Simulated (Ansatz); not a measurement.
Reaction (ligand exchange at a Ge–C bond): `[CH3][GeH]([F])[SiH2]F` + HCl → `F[SiH2][GeH]([F])[Cl]` + CH₄

Program: Ansatz. Geometries: PBE0-D4/def2-TZVP. ΔE: electronic, gas phase. CCSD(T)/CBS adds triple-zeta CCSD(T) − MP2 to the extrapolated MP2 energy (def2 sets, frozen cores). This one scheme is used for every species. DFT in def2-TZVPP. B3LYP here is the variant with VWN-RPA as its local correlation; programs differ in this. For Ge outer-core shells are correlated without core-valence functions, which leaves a few kJ/mol of doubt a bond. Scalar relativity is left out up to krypton. One conformer a species, not always the lowest.

```tsv
level	ΔE (kJ/mol)
B3LYP-D4	-93.8
ωB97M-V	-89.7
r2SCAN	-94.1
HF/def2-TZVPP	-101.4
SCS-MP2/def2-TZVPP	-87.9
CCSD/def2-TZVPP	-83.6
MP2/def2-QZVPP	-87.1
CCSD/CBS(def2)	-84.5
```

Problem. What does CCSD(T)/CBS give? (An estimate is asked.)

Solution. The calculation gave: -84.3 kJ/mol. The listed levels differ from it by -9.5, -5.4, -9.8, -17.1, -3.6, 0.7, -2.8, -0.2 kJ/mol.

Largest T1 diagnostic among the species: 0.012.

In def2-TZVPP, CCSD(T) changes the Hartree–Fock value by +18.0 kJ/mol (the triples alone add +0.2 kJ/mol) and MP2 by +15.0 kJ/mol.
